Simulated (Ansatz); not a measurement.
CH$_{4}$BBr (`BCBr`), charge 0, multiplicity 1.

Give a relaxed structure at PBE0-D4/def2-TZVP (Ansatz 0.2.0). (Best estimate.)

Ansatz gave: 
Z-matrix (Å, degrees):
```
B
Br 1 2.319
C 1 1.554 2 57.8
H 1 1.193 2 106.4 3 114.6
H 1 1.193 2 106.4 3 -114.6
H 3 1.086 1 120.9 2 103.6
H 3 1.086 1 120.9 2 -103.6
```
Point group Cs.
